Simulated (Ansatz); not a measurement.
propyne (C3H4), singlet, geometry from GFN2-xTB; Ansatz (a first-principles code) with SVWN5/pc-1.

Input for Ansatz:
Ansatz 0.2 input:
```yaml
crystal:
  periodic: [false, false, false]
  atoms:
    - {symbol: C, position_ang: [0.00251601, -0.00427449, 0.21384286]}
    - {symbol: C, position_ang: [-0.01028846, -0.01351722, 1.40987627]}
    - {symbol: C, position_ang: [0.00901665, 0.01179166, -1.23156806]}
    - {symbol: H, position_ang: [-0.03481017, -0.01436157, 2.45813969]}
    - {symbol: H, position_ang: [-0.01568984, 1.04063331, -1.59024389]}
    - {symbol: H, position_ang: [0.90833899, -0.47377787, -1.60942938]}
    - {symbol: H, position_ang: [-0.86530420, -0.51649354, -1.61137288]}
basis:
  gaussian:
    orbitals: pc-1.json
hamiltonian:
  xc: {name: SVWN5}
```
The basis file holds pc-1 in the JSON format of the Basis Set Exchange.

Output, abridged:

```
Functional definition: SVWN5
735 factors; their error is unknown
mean field evaluation 1: about -3134.3190 eV, gradient 5.8e1 eV
mean field evaluation 2: about -3128.4367 eV, gradient 7.4e1 eV
mean field evaluation 4: about -3143.4183 eV, gradient 8.2e0 eV
mean field evaluation 8: about -3143.5405 eV, gradient 3.0e-2 eV
mean field -3143.54054549 eV, -115.5229842785 hartree, gradient 2.5e-5 eV, S^2 0.000000; 0 other end points of the search recorded, 0 dependent functions left out
reference -3143.54057296 eV, -115.5229852879 hartree; 11, 11 occupied and 51, 51 virtual orbitals, 735 factors
Total energy: -3143.54057296 eV, -115.5229852879 hartree
```
